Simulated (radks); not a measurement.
Valence configurations of the beryllium ion Be+ (all share [He]). Calculated with a radial shooting solver on a logarithmic mesh with Libxc functionals: Dirac Kohn-Sham, PBE, spin-unpolarised, spherical densities, finite nucleus; open shells are shared between the two j in proportion to 2j + 1; Fermi nuclear charge, rms radius 2.519 fm. Energies are relative to 2s1; eigenvalues in eV.

valence      E (eV)  e(2p1/2)  e(2p3/2)  e(2s1/2)
2s1           0.000         -         -   -13.700
2s0.5 2p0.5   1.958    -9.818    -9.816   -13.727
2p1           3.909    -9.856    -9.854         -

NIST lists [He] 2s1 as the ground configuration; this level of theory agrees among the configurations tried. The energies are those of spherical spin-averaged densities, not of single terms.
